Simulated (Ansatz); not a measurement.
Harmonic frequencies (cm⁻¹) at PBE0-D4/def2-TZVP from Ansatz: 88, 150, 160, 237, 307, 480, 500, 610, 633, 750, 776, 812, 848, 919, 926, 1140, 1172, 1413, 2222, 2242, 2694, 2709, 3068, 3127.

Each molecule was computed in one conformer, which needn't be the lowest.

Which molecule is it?
A. `SC[SiH2]S`
B. `CS[SiH2]S`
C. `CSS[SiH3]`
D. `C[SiH2]SS`

A.
